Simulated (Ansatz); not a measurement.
hydrogen telluride (H₂Te), SMILES [TeH2].

The structure is a stationary point at PBE-D3(BJ)/def2-TZVPD. The def2 effective core potentials stand for the cores of Te; spin–orbit coupling is left out.

Two levels are set side by side: PBE/def2-TZVPD (Ansatz, a program for electronic structure) and PBE0/def2-TZVPD (Ansatz). Energy differences of separate SCF runs at the same geometry; the states with an electron removed or added have multiplicity 2 and 2. Differences are taken from unrounded values.

```tsv
quantity	PBE0
vertical ionisation energy (eV)	8.97
vertical singlet–triplet gap (eV)	3.69
```

Question: What does PBE give, and how far is it from PBE0? (The exact figures need the calculation; the answer reports its results.)

Answer: 
```csv
quantity,PBE,PBE minus PBE0
vertical ionisation energy (eV),8.95,-0.02
vertical singlet–triplet gap (eV),3.67,-0.02
```

On these quantities the two levels nearly agree.
